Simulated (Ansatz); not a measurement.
Ansatz (a program for electronic structure) input (RI-MP2/aug-cc-pVTZ):
A basis named .json is the Basis Set Exchange file of that set.

Ansatz 0.2 input:
```yaml
crystal:
  periodic: [false, false, false]
  atoms:
    - {symbol: Ge, position_ang: [-0.00111275, 0.00073862, 0.04560348]}
    - {symbol: H, position_ang: [0.02372375, -1.36442459, -0.70760372]}
    - {symbol: H, position_ang: [0.01188437, 1.34078877, -0.75170776]}
basis:
  gaussian:
    orbitals: aug-cc-pVTZ
    fitting: {mean_field: def2-universal-jkfit, correlation: aug-cc-pVTZ-RIFIT.json}
total_charge: 1
magnetization: {spin_polarized: true, initial_magnetization: 1}
correlation: {method: mp2, electrons: outside_noble_gas}
```

Output:

```
Functional definition: HF
integrals: 0.03 GiB planned
302 factors; integrals over basis functions are off by at most 1.2e0 eV
283 factors; integrals over basis functions are off by at most 1.3e2 eV
mean field: 0.18 GiB planned
mean field evaluation 1: about -56496.4208 eV, gradient 6.9e0 eV
mean field evaluation 2: about -56496.8873 eV, gradient 2.4e0 eV
mean field evaluation 4: about -56496.9676 eV, gradient 2.8e-1 eV
mean field -56496.96889554 eV, -2076.2253118901 hartree, gradient 7.6e-7 eV, S^2 0.758622; 0 other end points of the search recorded, 0 dependent functions left out
14 core orbitals not correlated
reference -56496.96889554 eV, -2076.2253118901 hartree; 3, 2 occupied and 88, 89 virtual orbitals, 283 factors
second order -2.01073462 eV of doubles, -0.00000000 eV of singles
Total energy: -56498.97963016 eV, -2076.2992050246 hartree
```
